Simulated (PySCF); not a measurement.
Harmonic spectrum computed at PBE0 in the def2-SVP basis family (core potentials from Rb on, PySCF, no spin–orbit coupling):

| ω (cm⁻¹) | IR (km/mol, summed over degenerate members) | degeneracy |
| --- | --- | --- |
| 81 | 0.9 | 2 |
| 164 | 1.6 | 1 |
| 189 | 0.0 | 1 |
| 507 | 258 | 2 |

Problem. Which molecule gave it? In each, all ligands are bound to the one heavy central atom.
A. SiI₃⁺ (singlet)
B. SnI₃⁺ (singlet)
C. SI₃⁺ (singlet)
D. CeI₃⁺ (singlet)
E. ZrI₃⁺ (singlet)

Solution. A. It has D3h symmetry with Si–I 2.349 Å (×3).
